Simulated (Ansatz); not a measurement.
Gas-phase electronic energies from Ansatz, PBE0-D4/def2-TZVP geometries. CCSD(T)/CBS is the MP2 limit (def2-TZVPP, def2-QZVPP) plus CCSD(T) − MP2 in def2-TZVPP, frozen cores. This one scheme is used for every species. DFT in def2-TZVPP. B3LYP here is the variant with VWN-RPA as its local correlation; programs differ in this. Each species was taken in one conformer, which may not be the lowest.

Reaction (formal exchange of groups at the Si–Cl bond): `Cl[SiH]1CO1` + `CC(F)Cl` → `F[C@H](Cl)[Si@@H]1CO1` + `CCl`

`Cl[SiH]1CO1`:

```xyz
7

Cl    2.409   -0.547   -0.441
Si    0.477    0.038   -0.653
C    -0.639    0.159    0.746
O    -0.701   -1.007   -0.185
H     0.321    0.728   -1.943
H    -0.319   -0.127    1.746
H    -1.549    0.754    0.731
```

`CC(F)Cl`:

Cartesian coordinates in Å:
```
C 0.120 0.186 -0.776
C -0.138 -0.281 0.625
F -1.464 -0.169 0.919
Cl 0.785 0.686 1.805
H 1.177 0.082 -1.020
H -0.468 -0.420 -1.469
H -0.169 1.233 -0.880
H 0.156 -1.317 0.796
```

`F[C@H](Cl)[Si@@H]1CO1`:

Cartesian coordinates in Å:
```
F -0.750 -0.563 2.412
C -0.573 -0.936 1.103
Cl 0.836 -1.998 0.967
Si -0.357 0.609 0.015
C 0.705 0.601 -1.438
O 1.169 1.212 -0.173
H -1.440 -1.537 0.813
H -1.460 1.563 0.253
H 0.589 1.328 -2.239
H 1.281 -0.279 -1.714
```

`CCl`:

Z-matrix (Å, degrees):
```
C
Cl 1 1.773
H 1 1.088 2 108.6
H 1 1.087 2 108.7 3 -120.0
H 1 1.088 2 108.7 3 120.0
```

| level | ΔE (kJ/mol) |
| --- | --- |
| B3LYP-D4 | 170.9 |
| r2SCAN0 | 184.4 |
| BHLYP | 182.7 |
| HF/def2-QZVPP | 189.4 |

Task: What does CCSD(T)/CBS give? (Estimate.)

Result: Computed: +178.0 kJ/mol. The listed levels differ from it by -7.1, 6.4, 4.7, 11.4 kJ/mol.

Largest T1 diagnostic among the species: 0.013.

From r2SCAN to r2SCAN0 (25 % exact exchange), in def2-TZVPP and without D4, ΔE moves by +4.0 kJ/mol. In def2-TZVPP, CCSD(T) changes the Hartree–Fock value by −11.6 kJ/mol (the triples alone add −2.0 kJ/mol) and MP2 by −4.8 kJ/mol.
